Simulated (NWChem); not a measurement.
# CaBr2; SMILES [Br][Ca][Br]

Results from NWChem. Coordinates come from a PBE0/def2-SVP optimisation. Vertical excitations in the gas phase; the lowest state need not have the same character in each row.

| level | lowest excitation, singlet (eV) | orbital gap (eV) |
|---|---|---|
| PBE/def2-SVPD, TDA | 3.75 | 3.71 |
| B3LYP/def2-SVPD, TDA | 4.17 | 5.06 |
| PBE0/def2-SVPD, TDA | … | … |
| LDA (Slater exchange, VWN5)/def2-SVPD, TDA | 3.72 | 3.71 |

Complete the blanks.


- PBE0/def2-SVPD, TDA, lowest excitation, singlet (eV): 4.53
- PBE0/def2-SVPD, TDA, orbital gap (eV): 5.66
